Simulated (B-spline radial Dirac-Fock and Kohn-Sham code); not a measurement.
**Photoelectron lines of Zn¹¹⁺ at 603 eV**

System: the Zn¹¹⁺ ion, configuration [Ar] 3d1.

Calculated with a radial B-spline solver, using Dirac-Hartree-Slater photoionisation with all multipoles and Dirac-Fock thresholds. The asymmetry parameter β is from the dipole term alone. Kinetic energies are from the vacuum level. Open shells are spread statistically over j, without multiplet splitting.

The last column is dσ/dΩ = σ/(4π) · [1 + β P₂(cos θ)] at θ = 90° from the polarisation vector of linearly polarised light.

| subshell | electrons | binding (eV) | kinetic (eV) | σ (kb) | β | dσ/dΩ (kb/sr) |
| --- | --- | --- | --- | --- | --- | --- |
| M1 (3s) | 2 | 438.9 | 164.1 | 97.4 | 2.00 | ≈ 0 |
| M2 (3p1/2) | 2 | 384.1 | 218.9 | 125 | 1.61 | 1.95 |
| M3 (3p3/2) | 4 | 380.0 | 223.0 | ? | ? | ? |
| M4 (3d3/2) | 0.4 | 308.7 | 294.3 | 17.3 | 1.28 | 0.494 |
| M5 (3d5/2) | 0.6 | 308.0 | 295.0 | 25.6 | 1.27 | 0.739 |

Q: What are σ and β for M3 (3p3/2)?

A: σ = 251 kb, the largest of all subshells and 49 % of the total, and β = 1.62, which gives dσ/dΩ = 3.81 kb/sr.
